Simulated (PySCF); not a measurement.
Members of the series SiXY, Y = silyl; each row names its spin state. Isolated molecules, 0 K electronic values unless said otherwise. One relaxed conformer stands for each flexible species; it need not be the lowest. Strings in code marks are SMILES.

A: X = isocyano, multiplicity 1 (`[Si]([N+]#[C-])[SiH3]` (lower singlet))
B: X = cyano, multiplicity 1 (`N#C[Si][SiH3]` (lower singlet))
C: X = isocyano, multiplicity 3 (`[C-]#[N+][Si][SiH3]` (excited triplet))
D: X = ethynyl, multiplicity 3 (`C#C[Si][SiH3]` (excited triplet))
E: X = ethynyl, multiplicity 1 (`[SiH3][Si]C#C` (lower singlet))
F: X = H, multiplicity 3 (`[SiH][SiH3]` (excited triplet))

Q: Put the candidates in order of dipole moment, lowest first, for PBE0-D3(BJ)/def2-TZVP in PySCF.

A: F (0.16 D), D (0.41 D), E (1.05 D), A (2.68 D), B (3.16 D), C (3.49 D)
